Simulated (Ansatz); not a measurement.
`FB1CN1` + `[InH3]` → `[InH2][B]1CN1` + H–F  (formal exchange of groups at a B–F bond)

Program: Ansatz. Geometries: PBE0-D4/def2-TZVP. ΔE: electronic, gas phase. CCSD(T)/CBS is the MP2 limit (def2-TZVPP, def2-QZVPP) plus CCSD(T) − MP2 in def2-TZVPP, frozen cores. This one scheme is used for every species. Functionals use def2-TZVPP. HSE06 is defined as in plane-wave codes. def2 core potentials past Kr. For In outer-core shells are correlated without core-valence functions, which leaves a few kJ/mol of doubt a bond.

CCSD(T)/CBS gives +87.3 kJ/mol.

Another level gave +93.6 kJ/mol. Which?
A. HSE06/def2-TZVPP
B. CAM-B3LYP-D4/def2-TZVPP
C. ωB97M-V/def2-TZVPP
D. SCS-MP2/def2-TZVPP

D. SCS-MP2/def2-TZVPP 93.6, ωB97M-V 104.5, HSE06 98.5, CAM-B3LYP-D4 112.8 kJ/mol.

What do rigid-rotor, harmonic-oscillator terms from PBE0-D4/def2-TZVP frequencies (298.15 K, 1 bar) make of the CCSD(T)/CBS value? (Estimate.)

Ansatz gave: ΔZPE = +5.1 kJ/mol, ΔH = +95.6 kJ/mol, ΔS = 2 J/(mol·K), ΔG = +94.9 kJ/mol.

Largest T1 diagnostic among the species: 0.015.

The D4 term adds −5.2 kJ/mol with B3LYP and −2.9 kJ/mol with PBE0; it sums over pairs of atoms, weighted by their polarisabilities, and B3LYP, whose exchange is more repulsive, gets the larger term. From BLYP to BHLYP (50 % exact exchange), in def2-TZVPP and without D4, ΔE moves by +6.3 kJ/mol. Leaving LDA and LC-ωPBE aside and taking each functional with its dispersion term where it has one, the values, not all of them listed here, spread over 30.9 kJ/mol, from revPBE-D4 to B97M-V. LDA lies +3.8 kJ/mol from PBE without D4.

B3LYP here is the variant with VWN-RPA as its local correlation; programs differ in this.
